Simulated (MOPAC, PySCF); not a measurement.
H4O2Sn, SMILES `[OH][SnH2][OH]` (H–O–Sn–O torsion 55°, O–Sn–O–H torsion -102°), neutral singlet in the gas phase. 

Z-matrix (Å, degrees):
```
Sn
O 1 1.9885
H 2 0.9722 1 111.47
O 1 1.9934 2 107.93 3 55.38
H 4 0.9720 1 111.01 2 -102.04
H 1 1.7060 2 103.64 3 169.18
H 1 1.7265 6 118.93 2 -122.83
```
Charge 0, multiplicity 1.

All levels are single points at this geometry (PBE-D3(BJ)/def2-TZVP); Pople sets use spherical d functions. Orbital energies aren't observables, and empty levels follow the basis.

B3LYP/6-31G* (LANL2DZ on Sn) in PySCF gives gap (eV) = 7.41.

Problem. Estimate the gap (eV) from each of these levels: PBE-D3(BJ)/def2-TZVP in PySCF; B3LYP/LANL2DZ in PySCF; PBE/6-31G* (LANL2DZ on Sn) in PySCF; PM3 in MOPAC; PM6 in MOPAC.

Solution. 
| level | gap (eV) |
|---|---|
| PBE-D3(BJ)/def2-TZVP in PySCF | 5.22 |
| B3LYP/LANL2DZ in PySCF | 7.27 |
| PBE/6-31G* (LANL2DZ on Sn) in PySCF | 5.30 |
| PM3 in MOPAC | 10.51 |
| PM6 in MOPAC | 11.29 |
